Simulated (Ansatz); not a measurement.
Orthosilicic acid + `C[SiH](N)O` → `C[SiH](O)[Si](O)(O)O` + `NO`  (formal exchange of groups at the Si–O bond)

Program: Ansatz. Geometries: PBE0-D4/def2-TZVP. ΔE: electronic, gas phase. CCSD(T)/CBS adds triple-zeta CCSD(T) − MP2 to the extrapolated MP2 energy (def2 sets, frozen cores). This one scheme is used for every species. DFT in def2-TZVPP. One conformer a species, not always the lowest.

`O[Si](O)(O)O`:

Z-matrix (Å, degrees):
```
Si
O 1 1.631
O 1 1.631 2 106.4
O 1 1.631 2 106.4 3 -124.1
O 1 1.631 2 115.9 3 118.0
H 2 0.958 1 116.6 3 -36.8
H 3 0.958 1 116.6 2 160.8
H 4 0.958 1 116.6 2 36.8
H 5 0.958 1 116.6 2 81.2
```

`C[SiH](N)O`:

Z-matrix (Å, degrees):
```
C
Si 1 1.862
H 1 1.092 2 110.2
H 1 1.094 2 111.2 3 119.4
H 1 1.093 2 111.4 3 -119.9
N 2 1.716 1 106.8 3 175.6
O 2 1.649 1 113.3 3 54.6
H 2 1.487 1 110.5 3 -59.5
H 6 1.006 2 120.4 1 21.4
H 6 1.007 2 121.6 1 170.4
H 7 0.959 2 115.6 1 73.3
```

`C[SiH](O)[Si](O)(O)O`:

Cartesian coordinates in Å:
```
C 1.058 -0.431 -2.021
Si -0.453 0.064 -1.053
O -1.620 -1.094 -1.254
Si -0.078 0.267 1.257
O -1.488 -0.329 1.860
O 1.150 -0.629 1.878
O 0.265 1.799 1.760
H 1.490 -1.351 -1.623
H 0.801 -0.594 -3.070
H 1.816 0.356 -1.976
H -0.938 1.382 -1.575
H -2.159 -1.255 -0.477
H -1.523 -0.540 2.797
H 1.955 -0.152 2.087
H -0.277 2.508 1.410
```

`NO`:

Z-matrix (Å, degrees):
```
N
O 1 1.423
H 1 1.016 2 104.5
H 1 1.016 2 104.5 3 111.2
H 2 0.960 1 102.8 3 124.4
```

```csv
level,ΔE (kJ/mol)
PBE-D4,390.2
ωB97X-V,422.5
PBE,393.2
r2SCAN,433.6
CCSD(T)/def2-TZVPP,439.4
MP2/def2-QZVPP,464.0
MP2/CBS(def2),464.7
CCSD/CBS(def2),449.8
```

What does CCSD(T)/CBS give? (An estimate is asked.)

Computed: +443.5 kJ/mol. The listed levels differ from it by -53.3, -21.0, -50.3, -9.9, -4.1, 20.5, 21.2, 6.3 kJ/mol.

Largest T1 diagnostic among the species: 0.012.

In def2-TZVPP, CCSD(T) changes the Hartree–Fock value by −32.2 kJ/mol (the triples alone add −6.3 kJ/mol) and MP2 by −11.0 kJ/mol. From PBE to PBE0 (25 % exact exchange), in def2-TZVPP and without D4, ΔE moves by +23.6 kJ/mol.
